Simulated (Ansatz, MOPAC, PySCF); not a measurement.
Intermolecular potential of H3B ··· HF (SMILES B and F), singlet. Monomers: optimised at B3LYP-D3(BJ) (def2-TZVP), held rigid. Orientation: lowest of the rigid-body minima from ten starts at GFN2-xTB. The monomers approach along the line of their centres of mass (distance R); nothing else relaxes.

Methods: PM6, restricted, heats of formation (MOPAC); RHF/6-31G* = restricted Hartree-Fock/6-31G*, spherical d, no counterpoise correction (PySCF 2.14.0); RKS-B3LYP/3-21G = restricted B3LYP/3-21G, no counterpoise correction (PySCF); CCSD(T)/aug-cc-pVDZ = CCSD(T) on RHF/aug-cc-pVDZ, frozen core, counterpoise-corrected in Ansatz (an electronic-structure program).

Interaction energies in kJ/mol; the last columns give the difference from CCSD(T):

```tsv
R / Å	PM6	RHF/6-31G*	RKS-B3LYP/3-21G	CCSD(T)/aug-cc-pVDZ	PM6 − CCSD(T)/aug-cc-pVDZ	RHF/6-31G* − CCSD(T)/aug-cc-pVDZ	RKS-B3LYP/3-21G − CCSD(T)/aug-cc-pVDZ
2.49	31.97	75.68	26.85	67.30	-35.32	8.38	-40.44
2.65	21.87	50.53	12.96	45.07	-23.20	5.46	-32.11
2.86	14.10	31.21	4.81	28.21	-14.12	3.00	-23.40
3.06	9.31	20.82	2.44	19.07	-9.76	1.75	-16.63
3.33	5.34	13.08	2.39	12.01	-6.67	1.06	-9.62
3.67	2.99	8.20	3.14	7.31	-4.32	0.89	-4.17
4.12	1.76	5.03	3.16	4.24	-2.47	0.80	-1.08
4.81	0.96	2.62	2.06	2.12	-1.16	0.50	-0.06
5.83	0.45	1.13	0.91	0.92	-0.48	0.21	-0.01
7.18	0.19	0.45	0.37	0.38	-0.19	0.08	-0.01
```

PM6 is furthest from CCSD(T)/aug-cc-pVDZ at 2.49 (-35.32 kJ/mol, below); its mean absolute difference over the points is 9.77 kJ/mol.

RHF/6-31G* is furthest from CCSD(T)/aug-cc-pVDZ at 2.49 (8.38 kJ/mol, above); its mean absolute difference over the points is 2.21 kJ/mol.

RKS-B3LYP/3-21G is furthest from CCSD(T)/aug-cc-pVDZ at 2.49 (-40.44 kJ/mol, below); its mean absolute difference over the points is 12.75 kJ/mol.
